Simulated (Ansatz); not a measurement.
A run for Ansatz (a quantum-chemistry and plane-wave program): U-CCSD(T)/def2-QZVPP on WH+, 2S+1 = 5, a spin state set in the input, which need not be the lowest, a point of a bond scan (R = 1.695 Å). Charge +1. Elements past Kr take the def2 small-core potentials; no spin–orbit coupling. Files ending in .json are basis or fitting sets from the Basis Set Exchange.

Ansatz 0.2 input:
```yaml
crystal:
  periodic: [false, false, false]
  atoms:
    - {symbol: W, position_ang: [0.00000000, 0.00000000, 0.00000000]}
    - {symbol: H, position_ang: [0.00000000, 0.00000000, 1.69526700]}
basis:
  gaussian:
    orbitals: def2-QZVPP.json
    pivot_positions_ang: [[0.00000000, 0.00000000, 0.00000000], [0.00000000, 0.00000000, 1.69526700]]
total_charge: 1
magnetization: {spin_polarized: true, initial_magnetization: 4}
correlation: {method: ccsd_t, electrons: valence}
output: {orbitals: {seedname: ./end}}
```

The log:

```
WARN ansatz: RAYON_NUM_THREADS=1 ignored (pool sized by the plan → 1); use --threads N
Functional definition: HF
integrals: 0.24 GiB planned
737 factors; integrals over basis functions are off by at most 3.7e-4 eV
mean field: 0.23 GiB planned
mean field evaluation 1: about -1812.5649 eV, gradient 1.5e1 eV
mean field evaluation 2: about -1812.5653 eV, gradient 1.5e1 eV
mean field evaluation 4: about -1813.5601 eV, gradient 1.9e0 eV
mean field evaluation 8: about -1813.6535 eV, gradient 2.8e-1 eV
mean field evaluation 16: about -1813.6593 eV, gradient 8.7e-1 eV
mean field evaluation 32: about -1813.7035 eV, gradient 9.7e-3 eV
mean field evaluation 64: about -1813.6574 eV, gradient 2.4e-3 eV
mean field evaluation 96: about -1813.5512 eV, gradient 5.2e-2 eV
mean field evaluation 128: about -1813.6196 eV, gradient 2.4e-1 eV
mean field evaluation 160: about -1813.6574 eV, gradient 5.8e-3 eV
mean field evaluation 192: about -1813.7035 eV, gradient 4.2e-2 eV
mean field evaluation 224: about -1813.5771 eV, gradient 5.7e0 eV
mean field evaluation 256: about -1813.6574 eV, gradient 1.4e-5 eV
mean field evaluation 288: about -1813.6917 eV, gradient 7.6e-1 eV
mean field evaluation 320: about -1813.7035 eV, gradient 1.8e-2 eV
mean field evaluation 352: about -1813.6574 eV, gradient 1.5e-3 eV
mean field evaluation 384: about -1810.5780 eV, gradient 9.9e0 eV
mean field evaluation 416: about -1810.4399 eV, gradient 3.5e0 eV
mean field evaluation 448: about -1809.3359 eV, gradient 8.4e0 eV
mean field evaluation 480: about -1810.6606 eV, gradient 4.1e-4 eV
mean field evaluation 512: about -1810.4321 eV, gradient 7.1e-2 eV
mean field evaluation 544: about -1810.6606 eV, gradient 3.6e-4 eV
mean field evaluation 576: about -1813.4083 eV, gradient 5.3e0 eV
mean field evaluation 608: about -1811.5079 eV, gradient 1.7e0 eV
mean field evaluation 640: about -1810.3522 eV, gradient 2.0e0 eV
mean field evaluation 672: about -1810.6606 eV, gradient 2.2e-4 eV
mean field evaluation 704: about -1810.3206 eV, gradient 4.4e-4 eV
mean field evaluation 736: about -1809.9047 eV, gradient 1.9e-1 eV
mean field evaluation 768: about -1809.7642 eV, gradient 4.0e-2 eV
mean field evaluation 800: about -1810.4413 eV, gradient 7.9e-1 eV
mean field evaluation 832: about -1813.6574 eV, gradient 2.4e-2 eV
mean field evaluation 864: about -1810.7510 eV, gradient 4.2e-2 eV
mean field evaluation 896: about -1810.6103 eV, gradient 2.0e0 eV
mean field evaluation 928: about -1810.6607 eV, gradient 2.7e-1 eV
mean field evaluation 960: about -1810.4330 eV, gradient 3.9e-2 eV
mean field evaluation 992: about -1813.7035 eV, gradient 3.0e-3 eV
mean field evaluation 1024: about -1810.3206 eV, gradient 1.2e-3 eV
mean field evaluation 1056: about -1809.0211 eV, gradient 1.7e0 eV
mean field -1813.70352562 eV, -66.6523751941 hartree, gradient 1.6e-6 eV, S^2 6.052735; 27 other end points of the search recorded, 0 dependent functions left out
determinant -1813.70352562 eV, -66.6523751941 hartree, with singles and doubles -1823.73137091 eV, -67.0208917114 hartree
determinant -1813.65739461 eV, -66.6506799106 hartree, with singles and doubles -1823.68966502 eV, -67.0193590483 hartree
determinant -1813.55123120 eV, -66.6467784774 hartree, with singles and doubles -1823.53237131 eV, -67.0135786109 hartree
determinant -1811.23651573 eV, -66.5617142530 hartree, with singles and doubles -1820.55402691 eV, -66.9041264731 hartree
determinant -1810.75099567 eV, -66.5438717196 hartree, with singles and doubles -1820.44658871 eV, -66.9001781920 hartree
determinant -1810.66058491 eV, -66.5405491857 hartree, with singles and doubles -1820.33001531 eV, -66.8958941987 hartree
determinant -1810.43306263 eV, -66.5321878962 hartree, with singles and doubles -1820.09420495 eV, -66.8872283277 hartree
determinant -1810.32055550 eV, -66.5280533353 hartree, with singles and doubles -1820.06262603 eV, -66.8860678239 hartree
determinant -1813.70352562 eV, -66.6523751941 hartree, with singles and doubles -1823.71988469 eV, -67.0204696008 hartree
determinant -1813.65739461 eV, -66.6506799106 hartree, with singles and doubles -1823.68417061 eV, -67.0191571326 hartree
determinant -1813.55123120 eV, -66.6467784774 hartree, with singles and doubles -1823.52095727 eV, -67.0131591527 hartree
reference -1813.70352562 eV, -66.6523751941 hartree; 9, 5 occupied and 102, 106 virtual orbitals, 737 factors
second order -9.71107881 eV of doubles, -0.00000000 eV of singles
coupled cluster: 0.70 GiB planned
cycle   1  -10.01635981 eV  change   -7.3e-7 eV  update   3.2e-6
perturbative correction -0.31289669 eV, -0.0114987414 hartree
Total energy: -1824.03278212 eV, -67.0319683691 hartree
```

The calculation finished and met its thresholds.

Cost: very roughly 2.8 core-minutes.
